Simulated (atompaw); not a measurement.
# lead: one change to a PAW (atompaw) potential, before and after

atompaw 4.2.0.5 input, output lines left out:

```
Pb 82
GGA-PBE scalarrelativistic loggrid 2001 logderivrange -4 5 226
6 6 5 4 0 0
6 1 2
0 0 0
c
c
c
c
c
v
c
c
c
c
v
c
c
v
c
2
2.30 2.05 2.15 1.30
y
1.55
n
y
0.05
n
y
3.8
n
custom rrkj gramschmidtortho gaussian
3 0 troulliermartins
2.30
1.85
2.30
2.30
1.25
2.30
```

Change: all radii scaled by about 1.08 (s 2.48, p 2.48, d 1.36 bohr); local potential troulliermartins scheme with l = 3 at 0 Ry, radius 2.32 bohr; augmentation gaussian compensation charge, radius 2.22 bohr; PAW radius 2.48 bohr; waves and projectors: custom rrkj gramschmidtortho; core correction smooth core density matched at 1.40 bohr.

Cutoffs: the cutoffs (Ry, on a coarse ladder) from which the occupation-weighted sum of valence levels, in a spherical-Bessel basis at the reference potential, stays within 10 and 1 mRy of its value at 400 Ry; they do not see the model core or the augmentation charge, which bear on the density cutoff.

**Question.** What does the change do?

**Answer.** The potential gets softer (70 Ry and 140 Ry → 60 Ry and 110 Ry); both files keep a bound ghost (s). A larger radius leaves more room for a smooth pseudo-wave, so fewer plane waves are needed.

```tsv
quantity	base	changed
cutoff, loose	70 Ry	60 Ry
cutoff, tight	140 Ry	110 Ry
loose cutoff by channel (10 mRy a level)	s 6 Ry, p 6 Ry, d 55 Ry	s 6 Ry, p 6 Ry, d 50 Ry
bound ghosts	s	s
lowest overlap eigenvalue by channel	s 0.22, p 0.50, d 0.52	s 0.41, p 0.47, d 0.49
```

 A true bound ghost makes a file unfit for plane-wave use even where its test errors are small: the radial tests pick states by their node count and pass the ghost by. The cutoffs see the waves, projectors and local potential, not the compensation charge or the core.
